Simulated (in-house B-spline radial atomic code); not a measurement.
How numerical settings move a run on Pr IV (Pr3+), [Xe] 4f2. Computed with an all-electron radial atomic-structure program (B-spline basis): scalar-relativistic (X2C) r2SCAN, spin-polarised, spherical fractional occupations, Fermi nucleus of rms radius 4.8919 fm.

Command:
```bash
python run_scf.py task.json out
```
Settings of the sound reference run:
```
Z                59
electrons        56
configuration    [Xe] 4f2
hamiltonian      x2c
method           r2scan
spin_polarised   True
nucleus          fermi
rms_radius       4.8919
mass_number      141
atomic_mass      140.9077
speed_of_light   137.036
knot_spacing     0.22
spline_order     8
gauss_points     12
box_radius       16.22
max_iterations   70
damping          0.5
damped_steps     3
diis_vectors     10
tolerance        1e-08
start            Thomas-Fermi
```

Run time, properties included: 0.51 s on 1 thread of Intel(R) Xeon(R) Platinum 8259CL CPU @ 2.50GHz, with other jobs on the host.

It converges in 8 iterations to -9235.183729 hartree, with 4f up at -30.0862 eV. The other runs change the listed settings, some to values that make no sense; their results aren't properties of the atom or ion. Radii are in bohr (the nuclear one in fm), a minus after a letter asks for a j subshell, and «unchanged» means within 1e-8 hartree. The run stops when the residual is below 10 × tolerance × max(1, Z/10), or a noise floor if that is larger, and the energy moves by less than 1e-8 × √|E| hartree; so very loose and very tight tolerances often act alike.

```tsv
changed settings	outcome
max_iterations = 60, damped_steps = 8, tolerance = 0.001	converged in 5 iterations, energy +1.82e-07 hartree from the reference, 4f up level -2.2e-04 eV
damped_steps = 1	converged in 7 iterations, energy unchanged, 4f up level -3.1e-07 eV
gauss_points = 5	converged in 8 iterations, energy +7.28e-05 hartree from the reference, 4f up level -4.5e-04 eV
electrons = 57, configuration = [Xe] 4f2 6p-1, max_iterations = 50	stopped with error: j subshells need the Dirac Hamiltonian and l > 0
electrons = 57, configuration = [Kr] 4d10 4f2 5s2 5p7, max_iterations = 100	stopped with error: shell 5p holds at most 3 electrons (per spin)
spline_order = 4, gauss_points = 16, first_knot = 0.0169, max_iterations = 75, damped_steps = 0	converged in 7 iterations, energy +1.63e+01 hartree from the reference, 4f up level -4.5e-02 eV
damped_steps = 30	converged in 15 iterations, energy unchanged, 4f up level +3.1e-05 eV
gauss_points = 3	converged in 13 iterations, energy +3.62e+02 hartree from the reference, 4f up level -1.2e+00 eV (the program warns: states collapsed into the nucleus by a negative tau potential were left out of the aufbau)
damped_steps = 8	converged in 11 iterations, energy unchanged, 4f up level +3.2e-05 eV
knot_spacing = 0.75, max_iterations = 100, diis_vectors = 2	converged in 9 iterations, energy +6.40e+00 hartree from the reference, 4f up level -1.7e+00 eV (the program warns: 4p up reaches the box edge; 4p down reaches the box edge)
damped_steps = 0	converged in 7 iterations, energy unchanged, 4f up level +8.6e-07 eV
gauss_points = 8	converged in 8 iterations, energy -5.89e-07 hartree from the reference, 4f up level +3.1e-06 eV
tolerance = 1e-06	converged in 5 iterations, energy unchanged, 4f up level +5.9e-05 eV
```

(1) What happens with hamiltonian = dirac, method = hf?

(2) What happens with knot_spacing = 0.75, spline_order = 7, gauss_points = 8, max_iterations = 60, start = bare nucleus?

(3) What happens with gauss_points = 6?

(4) What happens with first_knot = 0.000169, max_iterations = 3, diis_vectors = 20, start = bare nucleus?

## Answers

(1) Stopped with error: spin polarisation is not served with the Dirac Hamiltonian.

(2) Converged in 9 iterations, energy +1.56e+01 hartree from the reference, 4f up level +2.4e-01 eV (the program warns: 3s up reaches the box edge; 3s down reaches the box edge).

(3) Converged in 8 iterations, energy -1.55e-05 hartree from the reference, 4f up level +1.1e-04 eV.

(4) Not converged after 3 iterations, last residual 8.0e-04, last energy -7.47e-05 hartree from the reference.
